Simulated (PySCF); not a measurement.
# Excitation energy of Ir²⁺ by level of theory

Ir²⁺ [Xe] 4f14 5d7 (4F) → Ir²⁺ [Xe] 4f14 5d6 6s1 (6D), as a difference of total energies. All numbers are calculated (PySCF 2.14, scalar relativity by spin-free X2C-1e, in x2c-TZVPPall with one added diffuse shell each of s, p, d, f type (12s8p8d4f1g, 113 functions)). Correlated levels: valence: [Xe] 4f14 frozen. The calculations carry no spin-orbit coupling.

| method | excitation energy (eV) |
| --- | --- |
| UHF | 1.455 |
| MP2 (valence) | 1.912 |
| SCS-MP2 (valence) | 2.399 |
| CCSD (valence) | 1.922 |
| CCSD(T) (valence) | 1.953 |

**Question.** How much does correlation contribute at CCSD(T) (valence)?

**Answer.** 1.953 − (1.455) = 0.498 eV, measured against UHF.

A first-order spin-orbit estimate (lowest level to lowest level, LS coupling) adds 0.241 eV.
